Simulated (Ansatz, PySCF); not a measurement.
Pulling on the Si4–H5 bond in GaH5Si (SMILES [SiH3][GaH2]) (multiplicity 1 held, fragments rigid). Energies count from the point at 1.488 Å.
Geometry at that point (charge 0, multiplicity 1):
```csv
atom,x (Å),y (Å),z (Å)
Ga,0.0214,-0.3802,-0.7300
H,-1.2890,-0.5161,-1.5946
H,1.3585,-0.9627,-1.3251
Si,-0.0393,0.7330,1.4213
H,-0.0485,2.2044,1.2014
H,1.1342,0.4111,2.2710
H,-1.2689,0.3879,2.1794
```

R- and RO- levels are restricted; in cc, def2 and unpolarised 6-31G sets they are followed outwards from rest. Unrestricted levels (U-) break spin symmetry where that is lower. Active spaces are followed from a long bond inwards. Levels need not reach the same state.

Correlated levels freeze the cores. Filled d and f shells under p-block atoms count as core. Rows in 3-21G carry no dispersion term and start afresh at each structure; the Pople sets are all-electron and without relativity.

The values were computed with Ansatz (Gaussian orbitals); PySCF for 3-21G rows. Values without a source in brackets are computed.

Energies in kcal/mol.

| R (Å) | R-HF/3-21G | R-r2SCAN/def2-TZVPP | U-MP2/def2-TZVPP | CASSCF(2,2)/def2-TZVPP | FIC-MRCISD+Q on CASSCF(2,2)/def2-TZVPP |
|---|---|---|---|---|---|
| 1.190 | 31.4 | 28.9 | 28.4 | 30.8 | 28.8 |
| 1.339 | 6.4 | 5.7 | 5.4 | 6.7 | 5.6 |
| 1.488 | 0.0 | 0.0 | 0.0 | 0.0 | 0.0 |
| 1.637 | 3.4 | 3.4 | 4.0 | 2.5 | 3.6 |
| 1.785 | 11.6 | 11.5 | 12.8 | 9.6 | 11.8 |
| 2.008 | 27.8 | 26.9 | 29.6 | 23.5 | 27.1 |
| 2.232 | 45.5 | 42.8 | 51.2 | 37.6 | 42.5 |
| 2.604 | 74.1 | 66.3 | 74.3 | 56.9 | 63.4 |
| 2.975 | 99.0 | 84.4 | 82.0 | 69.2 | 76.6 |
| 3.422 | 123.5 | 99.7 | 85.0 | 76.5 | 84.3 |
| 4.017 | 147.6 | 112.1 | 86.1 | 79.6 | 87.6 |
| 4.761 | 166.7 | 119.8 | 86.3 | 80.4 | 88.4 |

Doubts at one or more of the structures used: a restricted determinant that unrestricted orbitals would lower (R-HF/3-21G, R-r2SCAN/def2-TZVPP); a spin-contaminated determinant (U-MP2/def2-TZVPP).

Ansatz is a program for electronic structure.
